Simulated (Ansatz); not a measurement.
Geometry optimisation, Ansatz, RKS r2SCANh-D4/def2-SVP.

The input (input.yaml):

```yaml
crystal:
  periodic: [false, false, false]
  atoms:
    - { symbol: C, position_ang: [-0.0167, -1.5308, -0.1918] }
    - { symbol: C, position_ang: [0.2647, -0.5008, 0.6312] }
    - { symbol: F, position_ang: [0.9514, -0.79, 1.7355] }
    - { symbol: B, position_ang: [-0.0631, 1.0114, 0.3659] }
    - { symbol: S, position_ang: [-1.1298, 1.5049, -1.1683] }
    - { symbol: Cl, position_ang: [0.3749, 2.3169, 1.5714] }
    - { symbol: H, position_ang: [0.2627, -2.5028, 0.0205] }
    - { symbol: H, position_ang: [-0.5965, -1.286, -1.1157] }
    - { symbol: H, position_ang: [0.84386, 1.10805, -0.36689] }
basis:
  gaussian: { orbitals: def2-SVP }
hamiltonian:
  xc: r2scanh
  dispersion: d4
relax:
  f_tol: 0.02
  max_steps: 50
```

Run as:

```bash
$ ansatz run input.yaml --threads 2 --pin off --max-ram 3072MiB --backend cpu --events-out ev --progress --plain --runs-dir out
```

Task: Where does it end, and by what steps?

Result: The forces met the threshold. After 18 steps the energy has fallen by 3.574 eV; H9 moved furthest, 1.61 Å. Parted: B4–H9 (1.17 → 2.37 Å). Joined: S5–H9 (2.17 → 1.35 Å).

```
step  energy less start (eV)  largest force component (eV/Å)  accepted
   0                  0.0000                           3.479       yes
   1                 -0.9791                           2.346       yes
   2                 -1.8318                           2.087       yes
   3                 -2.2279                           2.330       yes
   4                 -2.6272                           1.325       yes
   5                 -2.8495                           0.667       yes
   6                 -3.0422                           0.575       yes
   7                 -3.1834                           0.943       yes
   8                 -3.3169                           1.049       yes
   9                 -3.4414                           1.176       yes
  10                 -3.4681                           1.053       yes
  11                 -3.5338                           0.869       yes
  12                 -3.5603                           0.293       yes
  13                 -3.4927                           0.784        no
  14                 -3.5709                           0.183       yes
  15                 -3.5722                           0.062       yes
  16                 -3.5730                           0.065       yes
  17                 -3.5734                           0.041       yes
  18                 -3.5736                           0.015       yes
```

```xyz
9
Properties=species:S:1:pos:R:3
C 0.034 -1.447 -0.133
C 0.361 -0.483 0.736
F 0.962 -0.833 1.886
B 0.039 1.043 0.605
S -0.255 1.889 -0.949
Cl -0.082 2.003 2.070
H 0.246 -2.495 0.088
H -0.477 -1.204 -1.064
H 0.063 0.858 -1.758
```

The run took 120 s on 2 threads of Intel(R) Xeon(R) Platinum 8375C CPU @ 2.90GHz (Ice Lake), on a shared host, peak memory 0.29 GiB.
